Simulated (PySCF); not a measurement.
N,N-dimethylethenamine (C4H9N), SMILES C=CN(C)C. Geometry optimised at B3LYP-D3(BJ)/def2-SVP. Other conformers were not sampled.

Give the equilibrium geometry at B3LYP-D3(BJ)/def2-SVP (PySCF confirms it by a frequency run) as a Z-matrix. (Estimate from the structure and the level; the computed values follow.)

One answer among several that fit: 
```
N
C 1 1.3819
C 2 1.3477 1 127.76
H 3 1.0905 2 119.38 1 -175.64
H 3 1.0911 4 117.44 2 -178.83
H 2 1.0960 3 119.23 4 2.66
C 1 1.4428 2 118.39 6 177.30
H 7 1.1000 1 109.66 2 171.38
H 7 1.1014 8 108.17 1 120.12
H 7 1.1107 8 108.25 9 116.35
C 1 1.4466 2 118.33 6 27.08
H 11 1.1004 1 109.84 2 -36.75
H 11 1.1021 12 107.91 1 120.27
H 11 1.1108 12 107.69 13 116.09
```
Charge 0, spin multiplicity 1.
